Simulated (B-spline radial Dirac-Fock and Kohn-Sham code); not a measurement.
## K-line shifts caused by a second vacancy in Nd²⁶⁺

System: Nd²⁶⁺, configuration [Ar] 3d10 4s2 4p4.

The run's input, task.json:

```json
{"items": [{
  "Z": 60,
  "q": 26,
  "cfg": [[1, 0, 2], [2, 0, 2], [2, 1, 6], [3, 0, 2], [3, 1, 6], [3, 2, 10], [4, 0, 2], [4, 1, 4]],
  "A": 142,
  "rrms": 4.9123,
  "do": ["binding", "quiet", "double"]
}]}
```

Run with: `python xray_run.py task.json out`

Calculated with a radial finite-basis atomic code, using relaxed Dirac-Fock hole states (ΔSCF) with Breit and QED corrections and a finite nucleus. Each two-hole energy is an average over J within one jj subconfiguration, not an observable level; in light atoms, where LS coupling holds, the j-resolved values are not observed lines, and for a K spectator the Kα1 hypersatellite is nearly forbidden. Correlation and solid-state effects are left out.

Lines without a spectator: Kα2 (K-L2) 36853.2 eV, Kβ3 (K-M2) 42215.0 eV. Shifts in eV with one spectator hole (a dash: not computed, or left out as unreliable):

```
spectator hole     Kα2     Kβ3
        K (1s)  +729.9  +940.5
    L2 (2p1/2)   +86.7       –
    M2 (3p1/2)       –   +36.9
    M4 (3d3/2)   +3.64       –
    M5 (3d5/2)   -0.67       –
```
